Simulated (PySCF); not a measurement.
From one molecule to another.

First species: H₁₂N₂Si₄.
Numbering: `[SiH3:1][NH:2][SiH2:3][N:4]([SiH3:5])[SiH3:6]` (hydrogens: H7, H8, H9 on Si1; H10 on N2; H11, H12 on Si3; H13, H14, H15 on Si5; H16, H17, H18 on Si6)

Second species: trimethylphosphine, C3H9P.
Numbering: `[CH3:1][P:2]([CH3:3])[CH3:4]` (hydrogens: H5, H6, H7 on C1; H8, H9, H10 on C3; H11, H12, H13 on C4)

Levels: CAM-B3LYP/def2-SVPD for dipole moment, HOMO energy, LUMO energy, HOMO–LUMO gap, static isotropic polarisability and electronic spatial extent ⟨r²⟩ about the centre of nuclear charge; TDDFT CAM-B3LYP/def2-SVPD for lowest singlet excitation; TDA CAM-B3LYP/def2-SVPD for lowest triplet excitation (Tamm–Dancoff). Geometries: GFN2-xTB. Each structure is a single optimised conformer of the isolated species, non-relativistic unless stated. Electronic properties by PySCF.

The conformers computed, where there is a choice (atom-mapped SMILES and torsion angles):
- `[SiH3:1][NH:2][SiH2:3][N:4]([SiH3:5])[SiH3:6]`: Si1–N2–Si3–N4 154°, N2–Si3–N4–Si5 176°

Values for the first species:

* Dipole moment: 0.63 D
* HOMO energy: -8.75 eV
* LUMO energy: 0.73 eV
* HOMO–LUMO gap: 9.48 eV
* Lowest singlet excitation: 6.31 eV
* Lowest triplet excitation (Tamm–Dancoff): 6.01 eV
* Static isotropic polarisability: 116.1 au
* Electronic spatial extent ⟨r²⟩ about the centre of nuclear charge: 1892 bohr²

Task: Estimate the same properties for the second species, and the change in each.

Result: 
| property | first | second | second less first |
| --- | --- | --- | --- |
| dipole moment | 0.63 D | 1.22 D | +0.59 D |
| HOMO energy | -8.75 eV | -7.76 eV | +0.99 eV |
| LUMO energy | 0.73 eV | 1.43 eV | +0.70 eV |
| HOMO–LUMO gap | 9.48 eV | 9.19 eV | -0.29 eV |
| lowest singlet excitation | 6.31 eV | 6.48 eV | +0.17 eV |
| lowest triplet excitation (Tamm–Dancoff) | 6.01 eV | 5.51 eV | -0.50 eV |
| static isotropic polarisability | 116.1 au | 65.1 au | -51.0 au |
| electronic spatial extent ⟨r²⟩ about the centre of nuclear charge | 1892 bohr² | 435 bohr² | -1457 bohr² |

On the first: A dipole of 0.63 D is allowed in C1, and pure rotational transitions are dipole-allowed. The principal polarisabilities are 99.1, 114.3 and 134.8 au; their mean is the isotropic value.

On the second: S1 lies 2.71 eV below the HOMO–LUMO gap; its leading configuration is HOMO→LUMO, weight 0.94. The polarisability is 9.65 Å³ as a volume (1 au = 0.148185 Å³), or 1.55 au for each of the 42 electrons.
